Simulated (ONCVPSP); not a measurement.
## u(r) = r·R(r): atom against pseudo-atom (technetium)

Columns: radius, all-electron u(r) and pseudo u(r) of the 4p shell (level -46.77 eV) of technetium in the configuration [Ar] 3d10 4s2 4p6 4d5 5s1 5p1; PBEsol, scalar-relativistic, ONCV scheme, ONCVPSP 4.0.1.

| r (bohr) | all-electron | pseudo |
| --- | --- | --- |
| 0.108 | 0.2783 | 0.0320 |
| 0.215 | -0.3493 | 0.1221 |
| 0.322 | -0.5501 | 0.2577 |
| 0.430 | -0.2903 | 0.4217 |
| 0.538 | 0.1305 | 0.5915 |
| 0.645 | 0.5164 | 0.7456 |
| 0.752 | 0.7988 | 0.8696 |
| 0.860 | 0.9701 | 0.9543 |
| 0.968 | 1.0436 | 0.9950 |
| 1.075 | 1.0451 | 0.9941 |
| 1.182 | 0.9991 | 0.9588 |
| 1.290 | 0.9239 | 0.8971 |
| 1.398 | 0.8344 | 0.8187 |
| 1.505 | 0.7412 | 0.7330 |
| 1.612 | 0.6498 | 0.6460 |
| 1.720 | 0.5630 | 0.5615 |
| 1.828 | 0.4838 | 0.4833 |
| 1.935 | 0.4136 | 0.4135 |
| 2.042 | 0.3518 | 0.3517 |
| 2.150 | 0.2974 | 0.2974 |
| 2.258 | 0.2506 | 0.2506 |
| 2.365 | 0.2108 | 0.2108 |
| 2.472 | 0.1769 | 0.1769 |
| 2.580 | 0.1479 | 0.1479 |
| 2.688 | 0.1235 | 0.1235 |
| 2.795 | 0.1031 | 0.1030 |

**Question.** How many radial nodes do the two functions have?

**Answer.** The all-electron 4p function has n − l − 1 = 2; the pseudo-wave has 0, since the states of the same l below it are removed with the core.

**Question.** At about which radius was the pseudo-wave matched?

**Answer.** 2.15 bohr. The columns agree to 0.0005 from 1.94 bohr on; several derivatives are matched, so the curves merge somewhat inside the radius.

**Question.** Is the pseudo-wave norm-conserving?

**Answer.** Yes: the ONCV scheme keeps the norm inside the radius equal to the all-electron one, which fixes the energy derivative of the logarithmic derivative at the level.
